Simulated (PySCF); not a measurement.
CH4BClO, SMILES CB(O)Cl.

Coordinates come from a B3LYP-D3(BJ)/def2-SVP optimisation. Other conformers were not sampled.

These are B3LYP-D3(BJ)/def2-SVP (PySCF 2.14.0) values and carry that method's errors.

Frequencies are harmonic and unscaled.

```tsv
mode	ν (cm⁻¹)	IR (km/mol)	Raman (Å⁴/amu)	depolarisation	moving atoms (share of kinetic energy)
1	82	1.6	0.0	–	H 96 %
2	288	1.2	1.2	0.67	H 28 %, C 27 %, Cl 22 %, O 14 %, B 9 %
3	379	16.8	2.1	0.59	O 43 %, Cl 24 %, H 18 %, C 10 %
4	426	2.0	1.0	0.75	B 51 %, H 44 %
5	605	29.3	6.9	0.17	Cl 27 %, C 23 %, B 18 %, O 17 %, H 14 %
6	637	133.5	1.5	0.75	H 81 %, O 12 %
7	853	7.3	2.3	0.31	H 57 %, C 25 %, O 11 %
8	885	11.3	0.1	0.75	H 54 %, B 26 %, C 19 %
9	949	78.0	2.2	0.49	H 65 %, B 17 %, C 11 %
10	1170	322.6	1.5	0.27	H 47 %, B 40 %, O 10 %
11	1316	84.8	2.0	0.72	H 61 %, C 19 %, B 13 %
12	1401	152.0	10.8	0.72	H 53 %, B 30 %, O 10 %
13	1436	5.8	14.0	0.75	H 96 %
14	1458	102.4	6.4	0.74	H 52 %, B 33 %, O 9 %
15	3033	0.2	133.0	0.00	H 97 %
16	3104	4.3	72.5	0.75	H 91 %, C 9 %
17	3136	10.7	84.8	0.71	H 91 %, C 9 %
18	3829	80.3	98.8	0.29	H 94 %
```
